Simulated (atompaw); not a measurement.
## What one change does to a pseudopotential (Eu, PAW (atompaw))

```json
{
 "Element": "europium (Eu)",
 "Generator": "atompaw 4.2.0.5",
 "Type": "PAW",
 "Functional": "PBE",
 "Relativity": "scalar-relativistic",
 "Frozen core": "[Kr] 4d10 4f6",
 "Valence charge": "11",
 "Reference configuration": "5s2 5p6 5d1.5 6s1.5 6p0",
 "Partial waves": "5s (bound): rc 2.20 bohr; 6s (bound): rc 2.80 bohr; 5p (bound): rc 2.15 bohr; 6p (bound, empty): rc 2.80 bohr; 5d (bound): rc 2.80 bohr; 5d channel at 3.25 Ry: rc 2.80 bohr",
 "Local potential": "bessel scheme, radius 2.00 bohr",
 "Core correction": "smooth core density matched at 1.65 bohr",
 "Augmentation charge": "sinc compensation charge, radius 2.25 bohr; PAW radius 2.80 bohr; waves and projectors: custom polynom2 7 10 vanderbiltortho"
}
```

All-electron outer shells of the reference configuration (PBE, scalar-relativistic, ld1.x):

```
shell  level (eV)  outermost node (bohr)  outermost maximum (bohr)
   4d     -140.79                   0.27                      0.57
   5s      -47.42                   0.67                      1.21
   5p      -25.89                   0.72                      1.38
   4f       -7.57                      –                      0.59
   6s       -3.80                   1.64                      3.47
   5d       -2.19                   0.81                      2.00
   6p       -1.21                   1.97                      4.74
```

Change: augmentation sinc compensation charge, radius 2.25 bohr; PAW radius 2.80 bohr; waves and projectors: custom polynom vanderbiltortho.

Cutoffs: the cutoffs (Ry, on a coarse ladder) from which the occupation-weighted sum of valence levels, in a spherical-Bessel basis at the reference potential, stays within 10 and 1 mRy of its value at 400 Ry; they do not see the model core or the augmentation charge, which bear on the density cutoff.

Q: What does the change do?

A: The potential gets softer (18 Ry and 35 Ry → 15 Ry and 30 Ry); the bound ghost in s disappears; the range in which the s phases agree widens (upper end 0.0 → at the end of the scan).

| quantity | base | changed |
| --- | --- | --- |
| cutoff, loose | 18 Ry | 15 Ry |
| cutoff, tight | 35 Ry | 30 Ry |
| loose cutoff by channel (10 mRy a level) | s 8 Ry, p 12 Ry, d 12 Ry | s 10 Ry, p 12 Ry, d 8 Ry |
| bound ghosts | s | none |
| s: phases at 2.82 bohr within 0.05 rad from the reference energy up to (Ry; the scan ends near 5) | 0.0 | to the end of the scan |
| p: phases at 2.82 bohr within 0.05 rad from the reference energy up to (Ry; the scan ends near 5) | to the end of the scan | to the end of the scan |
| d: phases at 2.82 bohr within 0.05 rad from the reference energy up to (Ry; the scan ends near 5) | to the end of the scan | to the end of the scan |
| lowest overlap eigenvalue by channel | s 0.41, p 0.43, d 0.84 | s 0.48, p 0.58, d 0.89 |

 A true bound ghost makes a file unfit for plane-wave use even where its test errors are small: the radial tests pick states by their node count and pass the ghost by. The cutoffs see the waves, projectors and local potential, not the compensation charge or the core.
